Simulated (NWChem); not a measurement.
All runs are NWChem calculations. System: HClSi, charge 0, spin multiplicity 1, at a geometry optimised with B3LYP/def2-SVP. The structure started from a generated list of species. Level: G0W0@PBE/def2-TZVP, RI basis def2-tzvp-rifit.

NWChem printed:

```
             Northwest Computational Chemistry Package (NWChem) 7.3.0
             --------------------------------------------------------

                                NWChem Input Module
                                -------------------

 Scaling coordinates for geometry "geometry" by  1.889725989
 (inverse scale =  0.529177249)

 Turning off AUTOSYM since
 SYMMETRY directive was detected!

                             Geometry "geometry" -> ""
                             -------------------------

 Output coordinates in angstroms (scale by  1.889725989 to convert to a.u.)

  No.       Tag          Charge          X              Y              Z
 ---- ---------------- ---------- -------------- -------------- --------------
    1 Si                  14.0000    -0.75235800    -0.82180500     0.00000000
    2 H                    1.0000     0.32369000    -1.92210100     0.00000000
    3 Cl                  17.0000     0.60054800     0.78984600     0.00000000

 Effective nuclear repulsion energy (a.u.)      67.9667757630

            Nuclear Dipole moment (a.u.)
            ----------------------------
        X                 Y               Z
 ---------------- ---------------- ----------------
    -0.0000113384     0.0000207870     0.0000000000

      Symmetry information
      --------------------

 Group name             Cs
 Group number              2
 Group order               2
 No. of unique centers     3

      Symmetry unique atoms

     1    2    3


 Summary of "ao basis" -> "" (spherical)
 ------------------------------------------------------------------------------
       Tag                 Description            Shells   Functions and Types
 ---------------- ------------------------------  ------  ---------------------
 *                         def2-tzvp                  on all atoms

 new library libraries.bse/

 Summary of "ri basis" -> "" (spherical)
 ------------------------------------------------------------------------------
       Tag                 Description            Shells   Functions and Types
 ---------------- ------------------------------  ------  ---------------------
 *                      def2-tzvp-rifit               on all atoms

  pbe96 is a nonlocal functional; adding pw91lda local functional.

                                 NWChem DFT Module
                                 -----------------

 Summary of "ao basis" -> "ao basis" (spherical)
 ------------------------------------------------------------------------------
       Tag                 Description            Shells   Functions and Types
 ---------------- ------------------------------  ------  ---------------------
 Si                        def2-tzvp                13       37   5s5p2d1f
 H                         def2-tzvp                 4        6   3s1p
 Cl                        def2-tzvp                13       37   5s5p2d1f

 Summary of "ao basis" -> "ao basis" (spherical)
 ------------------------------------------------------------------------------
       Tag                 Description            Shells   Functions and Types
 ---------------- ------------------------------  ------  ---------------------
 Si                        def2-tzvp                13       37   5s5p2d1f
 H                         def2-tzvp                 4        6   3s1p
 Cl                        def2-tzvp                13       37   5s5p2d1f

      Symmetry analysis of basis
      --------------------------

        a'         55
        a"         25

            General Information
            -------------------
          SCF calculation type: DFT
          Wavefunction type:  closed shell.
          No. of atoms     :     3
          No. of electrons :    32
           Alpha electrons :    16
            Beta electrons :    16
          Charge           :     0
          Spin multiplicity:     1
          Use of symmetry is: on ; symmetry adaption is: on
          Maximum number of iterations: 100
          This is a Direct SCF calculation.
          AO basis - number of functions:    80
                     number of shells:    30
          Convergence on energy requested:  1.00D-06
          Convergence on density requested:  1.00D-05
[...]
    60      0.512268  3 Cl pz                63      0.313678  3 Cl pz
    57      0.239273  3 Cl pz                51     -0.199236  3 Cl pz
    17      0.138310  1 Si pz                54     -0.089985  3 Cl pz
    20      0.067197  1 Si pz                 8     -0.050330  1 Si pz
    14      0.045781  1 Si pz                27      0.028933  1 Si d -1

 Vector   15  Occ=2.000000D+00  E=-3.019868D-01  Symmetry=a'
              MO Center=  2.5D-01,  4.6D-01, -5.2D-15, r^2= 2.1D+00
   Bfn.  Coefficient  Atom+Function         Bfn.  Coefficient  Atom+Function
  ----- ------------  ---------------      ----- ------------  ---------------
    59      0.436964  3 Cl py                62      0.274254  3 Cl py
    58     -0.223268  3 Cl px                56      0.206622  3 Cl py
     4      0.198508  1 Si s                  5      0.187410  1 Si s
    50     -0.170677  3 Cl py                15     -0.136035  1 Si px
    61     -0.136664  3 Cl px                 3     -0.116635  1 Si s

 Vector   16  Occ=2.000000D+00  E=-2.178419D-01  Symmetry=a'
              MO Center= -6.0D-01, -7.0D-01, -1.9D-15, r^2= 3.0D+00
   Bfn.  Coefficient  Atom+Function         Bfn.  Coefficient  Atom+Function
  ----- ------------  ---------------      ----- ------------  ---------------
     5      0.425002  1 Si s                  4      0.329226  1 Si s
    15     -0.309532  1 Si px                58      0.256297  3 Cl px
    61      0.212191  3 Cl px                40     -0.205279  2 H  s
    39     -0.201920  2 H  s                  3     -0.192080  1 Si s
    18     -0.161895  1 Si px                55      0.125902  3 Cl px

 Vector   17  Occ=0.000000D+00  E=-1.415030D-01  Symmetry=a"
              MO Center= -6.3D-01, -7.3D-01,  7.5D-15, r^2= 2.9D+00
   Bfn.  Coefficient  Atom+Function         Bfn.  Coefficient  Atom+Function
  ----- ------------  ---------------      ----- ------------  ---------------
    17      0.529709  1 Si pz                20      0.449526  1 Si pz
    63     -0.211883  3 Cl pz                60     -0.188249  3 Cl pz
     8     -0.171465  1 Si pz                14      0.166674  1 Si pz
    57     -0.102670  3 Cl pz                11     -0.077586  1 Si pz
    51      0.076016  3 Cl pz                54      0.035781  3 Cl pz

 Vector   18  Occ=0.000000D+00  E=-3.710744D-02  Symmetry=a'
              MO Center= -7.1D-01, -7.4D-01, -1.1D-15, r^2= 4.1D+00
   Bfn.  Coefficient  Atom+Function         Bfn.  Coefficient  Atom+Function
  ----- ------------  ---------------      ----- ------------  ---------------
    19      0.734075  1 Si py                48     -0.489731  3 Cl s
    16      0.391561  1 Si py                18      0.294055  1 Si px
    61      0.278382  3 Cl px                62      0.258423  3 Cl py
    40      0.221650  2 H  s                 15      0.185650  1 Si px
     4      0.179662  1 Si s                 47     -0.176718  3 Cl s

 Vector   19  Occ=0.000000D+00  E= 1.960505D-02  Symmetry=a'
              MO Center= -5.7D-01, -8.2D-01,  9.6D-16, r^2= 4.5D+00
   Bfn.  Coefficient  Atom+Function         Bfn.  Coefficient  Atom+Function
  ----- ------------  ---------------      ----- ------------  ---------------
    40      1.565438  2 H  s                  5     -0.929943  1 Si s
    18     -0.918054  1 Si px                19      0.628386  1 Si py
     4     -0.396643  1 Si s                 15     -0.309607  1 Si px
    62     -0.274420  3 Cl py                48      0.191448  3 Cl s
     3      0.178452  1 Si s                 16      0.166263  1 Si py

 center of mass
 --------------
 x =   0.00821530 y =   0.07952310 z =   0.00000000

 moments of inertia (a.u.)
 ------------------
         158.270552585020        -118.724697369515           0.000000000000
        -118.724697369515         101.962140598412           0.000000000000
           0.000000000000           0.000000000000         260.232693183432

     Multipole analysis of the density
     ---------------------------------

     L   x y z        total         alpha         beta         nuclear
     -   - - -        -----         -----         ----         -------
     0   0 0 0     -0.000000    -16.000000    -16.000000     32.000000

     1   1 0 0     -0.170092     -0.085041     -0.085041     -0.000011
     1   0 1 0     -0.327441     -0.163731     -0.163731      0.000021
     1   0 0 1     -0.000000     -0.000000     -0.000000      0.000000

     2   2 0 0    -21.092319    -35.830286    -35.830286     50.568254
     2   1 1 0      0.670047    -28.407945    -28.407945     57.485938
     2   1 0 1      0.000000      0.000000      0.000000      0.000000
     2   0 2 0    -19.636504    -52.233791    -52.233791     84.831078
     2   0 1 1      0.000000      0.000000      0.000000      0.000000
     2   0 0 2    -18.091551     -9.045776     -9.045776      0.000000

 Task  times  cpu:        3.3s     wall:        3.3s

                                NWChem Input Module
                                -------------------

                                 NWChem GW Module
                                 ----------------

                             ***********************
                             ***        GW       ***
                             ***********************

 Summary of "ri basis" -> "ri basis" (spherical)
 ------------------------------------------------------------------------------
       Tag                 Description            Shells   Functions and Types
 ---------------- ------------------------------  ------  ---------------------
 Si                     def2-tzvp-rifit             29      113   9s7p6d5f2g
 H                      def2-tzvp-rifit              7       15   4s2p1d
 Cl                     def2-tzvp-rifit             29      113   9s7p6d5f2g

                 Memory Information
                 ------------------
          Available GA per process is          1700.0 MBs
          Available stack per process is        700.0 MBs
          Available heap per process is           0.0 MBs

          Peak memory in Initialization
              Peak GA per process is                  3.1 MBs
              Peak stack per process is               0.1 MBs
              Peak heap per process is                3.4 MBs
              Memory not in MA per process            0.0 MBs

          Peak memory in AFF Calculation
              Peak GA per process is                 12.5 MBs
              Peak stack per process is               8.0 MBs
              Peak heap per process is                0.0 MBs
              Memory not in MA per process            8.0 MBs

          Computing 2-center integrals
          Computing Inverse Cholesky factor
          Computing 3-center integrals
          Computing V_xc ...

          Computing Sigma_x
          Computing RPA polarizability
          Solving quasiparticle equations

                  Alpha Orbitals
          State     Energy (eV)     Error (eV)
          -----------------------------------
@GW        13        -12.476           0.002
@GW        14        -11.429           0.002
@GW        15        -11.088           0.002
@GW        16         -9.054           0.002
@GW        17         -1.015           0.002
@GW        18          1.755           0.002

   Applying  -3.1262 eV scissor-shift to rest of particle states

   Applying   2.8358 eV scissor-shift to rest of hole states

     GW Timing Statistics
   ------------------------
   Init.   :          0.0s
     ERIs  :          0.2s
     Distr.:          0.0s
     Vxc   :          0.1s
   Sigma_x :          0.0s
   RPA     :          0.2s
   Wmn     :          0.0s
   Sigma_c :          0.0s
   GW total:          0.5s

 Task  times  cpu:        0.5s     wall:        0.5s

 Total times  cpu:        3.8s     wall:        3.8s
```

Question: Write an NWChem input that would produce this output.

Answer: One answer among several that fit: 
```
start mol
memory heap 200 mb stack 700 mb global 1700 mb
geometry units angstroms nocenter noautoz
  Si    -0.752358    -0.821805     0.000000
  H      0.323690    -1.922101     0.000000
  Cl     0.600548     0.789846     0.000000
  symmetry group Cs
end
basis spherical
  * library def2-tzvp
end
basis "ri basis" bse spherical
  * library def2-tzvp-rifit
end
dft
  xc xpbe96 cpbe96
  iterations 100
  direct
  tolerances tight
end
task dft energy
gw
  states alpha occ 4 vir 2
end
task dft gw
```
